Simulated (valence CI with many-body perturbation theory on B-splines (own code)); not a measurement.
E1 transitions of Gd⁵¹⁺

Method: valence CI with perturbative core correlation (CI+MBPT): three valence electrons over a frozen Dirac-Fock core [Ne], a basis of 11 s, 11 p, 9 d, 7 f, 5 g, 2 h, 1 i functions for each j, with the one-electron correlation potential Σ1 (screened to all orders), the two-electron term Σ2, the three-electron term Σ3, Breit, model QED; selected single and double excitations, second order for the rest (own B-spline code, finite nucleus).

The last digits are not significant, and no measured levels were compared; by estimate large intervals hold to a few tenths of a per cent, small ones and those within an open d or f shell to about a per cent.

Lines 101 to 150 of 271 in falling wavelength, among levels below 929.21 eV, chosen from the strongest by gf and those to the six lowest levels. Wavelengths and rates use the calculated energies. Electric multipoles are in the length gauge, E1 and E2 with the static RPA response of the core. Weak lines are less certain than strong ones. Lines between different terms over intervals too small for the method are left out, as are lines whose strength nearly cancels. The highest levels of a list are the least certain.

Levels are named by their leading jj configuration (3d3/2^4 stands for four electrons in 3d with j = 3/2), which in mixed levels can hold well under half, so a name can repeat and another be missing. Letters in brackets count levels of one name in rising energy.

```csv
λ vac (Å),Upper,Lower,A (s⁻¹),log gf,Branch %
44.39,(3p1/2 3p3/2 3d3/2) J=5/2 [b],(3s 3p1/2 3d5/2) J=3/2,3.51e+10,-1.21,3.2
42.50,(3s 3p1/2 3p3/2) J=3/2 [a],(3s^2 3p1/2) J=1/2,2.76e+09,-2.52,67.2
41.59,(3p1/2 3p3/2 3d5/2) J=7/2 [a],(3s 3p1/2 3d5/2) J=5/2 [b],3.69e+10,-1.12,7.2
41.42,(3s 3p3/2 3d5/2) J=5/2 [a],(3s^2 3d5/2) J=5/2,1.51e+11,-0.63,30.1
40.87,(3p1/2 3p3/2 3d5/2) J=3/2 [a],(3s 3p1/2 3d5/2) J=3/2,2.48e+11,-0.61,42.5
40.78,(3s 3p3/2^2) J=5/2,(3s^2 3p3/2) J=3/2,2.79e+11,-0.38,100.0
40.54,(3p1/2 3p3/2^2) J=3/2,(3s 3p1/2 3p3/2) J=1/2,4.25e+11,-0.38,38.5
40.35,(3p1/2 3p3/2 3d5/2) J=7/2 [a],(3s 3p1/2 3d5/2) J=7/2,3.74e+10,-1.14,7.2
40.26,(3s 3p3/2 3d5/2) J=7/2 [a],(3s^2 3d5/2) J=5/2,8.19e+10,-0.80,27.1
40.07,(3s 3p3/2 3d5/2) J=3/2 [a],(3s^2 3d5/2) J=5/2,8.85e+10,-1.07,17.1
39.96,(3p1/2 3p3/2^2) J=5/2,(3s 3p1/2 3p3/2) J=3/2 [b],2.91e+11,-0.38,59.0
39.89,(3p1/2 3p3/2 3d5/2) J=5/2 [a],(3s 3p1/2 3d5/2) J=5/2 [b],2.25e+11,-0.49,47.1
39.63,(3p1/2 3p3/2 3d3/2) J=5/2 [a],(3s 3p1/2 3d3/2) J=5/2,1.23e+11,-0.76,34.4
39.46,(3p1/2 3p3/2^2) J=3/2,(3s 3p1/2 3p3/2) J=3/2 [b],1.27e+11,-0.92,11.5
39.42,(3p1/2 3p3/2 3d5/2) J=9/2,(3s 3p1/2 3d5/2) J=7/2,2.58e+11,-0.22,84.6
39.30,(3s 3p3/2 3d3/2) J=3/2 [b],(3s^2 3d3/2) J=3/2,3.31e+11,-0.51,26.8
39.05,(3p1/2 3p3/2 3d5/2) J=7/2 [a],(3s 3p1/2 3d5/2) J=5/2 [a],3.96e+11,-0.14,76.6
38.82,(3p1/2 3p3/2 3d3/2) J=3/2 [b],(3s 3p1/2 3d3/2) J=3/2 [b],7.86e+10,-1.15,6.5
38.82,(3p1/2 3p3/2 3d3/2) J=3/2 [a],(3s 3p1/2 3d3/2) J=5/2,1.41e+11,-0.89,22.1
38.75,(3p1/2 3p3/2 3d5/2) J=5/2 [a],(3s 3p1/2 3d5/2) J=7/2,9.56e+10,-0.89,20.0
38.70,(3p1/2 3p3/2 3d3/2) J=5/2 [b],(3s 3p1/2 3d3/2) J=3/2 [b],3.68e+11,-0.30,33.8
38.69,(3p3/2^3) J=3/2,(3s 3p3/2^2) J=3/2,1.26e+12,0.05,67.7
38.64,(3p1/2 3p3/2 3d5/2) J=5/2 [b],(3s 3p1/2 3d5/2) J=3/2,8.89e+10,-0.92,11.5
38.50,(3p1/2 3p3/2 3d5/2) J=7/2 [b],(3s 3p1/2 3d5/2) J=5/2 [b],7.51e+10,-0.87,16.4
38.40,(3s 3p3/2 3d5/2) J=7/2 [b],(3s^2 3d5/2) J=5/2,5.56e+11,-0.01,71.9
38.39,(3p1/2 3p3/2 3d3/2) J=3/2 [b],(3s 3p1/2 3d3/2) J=1/2,9.96e+10,-1.06,8.2
38.32,(3p1/2 3p3/2 3d3/2) J=5/2 [a],(3s 3p1/2 3d3/2) J=3/2 [a],1.28e+11,-0.77,35.9
38.23,(3p1/2^2 3p3/2) J=3/2,(3s 3p1/2^2) J=1/2,1.45e+11,-0.90,68.0
38.23,(3p1/2 3p3/2 3d3/2) J=7/2,(3s 3p1/2 3d3/2) J=5/2,4.22e+11,-0.13,89.0
38.17,(3s 3p1/2 3p3/2) J=3/2 [b],(3s^2 3p1/2) J=1/2,2.69e+11,-0.63,94.6
38.02,(3p3/2^3) J=3/2,(3s 3p3/2^2) J=1/2,3.21e+11,-0.56,17.2
37.94,(3p1/2 3p3/2^2) J=1/2,(3s 3p1/2 3p3/2) J=3/2 [b],5.95e+11,-0.59,75.3
37.91,(3p1/2 3p3/2 3d3/2) J=1/2 [b],(3s 3p1/2 3d3/2) J=1/2,2.42e+11,-0.98,23.4
37.89,(3p1/2 3p3/2 3d5/2) J=3/2 [a],(3s 3p1/2 3d5/2) J=5/2 [a],1.45e+11,-0.91,24.8
37.76,(3p1/2 3p3/2 3d5/2) J=1/2,(3s 3p1/2 3d5/2) J=3/2,1.77e+11,-1.12,35.9
37.70,(3p1/2 3p3/2^2) J=5/2,(3s 3p1/2 3p3/2) J=5/2,1.56e+11,-0.70,31.6
37.64,(3s 3p3/2 3d3/2) J=5/2 [b],(3s^2 3d3/2) J=3/2,1.13e+12,0.16,78.3
37.56,(3p1/2 3p3/2 3d3/2) J=3/2 [a],(3s 3p1/2 3d3/2) J=3/2 [a],2.63e+11,-0.65,41.2
37.44,(3p1/2 3p3/2 3d5/2) J=7/2 [b],(3s 3p1/2 3d5/2) J=7/2,1.10e+11,-0.73,24.0
37.30,(3p1/2 3p3/2 3d3/2) J=1/2 [a],(3s 3p1/2 3d3/2) J=3/2 [a],5.37e+11,-0.65,78.2
37.26,(3p1/2 3p3/2^2) J=3/2,(3s 3p1/2 3p3/2) J=5/2,8.22e+10,-1.16,7.4
37.22,(3s 3p3/2 3d3/2) J=1/2 [b],(3s^2 3d3/2) J=3/2,1.03e+12,-0.37,59.0
37.20,(3s 3p1/2 3p3/2) J=1/2,(3s^2 3p1/2) J=1/2,9.10e+11,-0.42,97.7
37.17,(3s 3p3/2 3d5/2) J=5/2 [a],(3s^2 3d3/2) J=3/2,1.15e+11,-0.84,23.0
37.15,(3s 3p3/2^2) J=1/2,(3s^2 3p3/2) J=3/2,6.53e+11,-0.57,99.2
36.93,(3p1/2 3p3/2 3d5/2) J=3/2 [b],(3s 3p1/2 3d5/2) J=5/2 [b],3.83e+11,-0.50,51.6
36.76,(3p1/2 3p3/2 3d3/2) J=5/2 [a],(3p1/2^2 3p3/2) J=3/2,6.74e+10,-1.09,18.9
36.67,(3s 3p1/2 3d3/2) J=3/2 [a],(3s 3p1/2^2) J=1/2,6.81e+10,-1.26,69.4
36.53,(3s 3p3/2^2) J=3/2,(3s^2 3p3/2) J=3/2,1.33e+12,0.03,100.0
36.48,(3s 3p3/2 3d5/2) J=3/2 [b],(3s^2 3d5/2) J=5/2,8.02e+11,-0.19,77.2
```
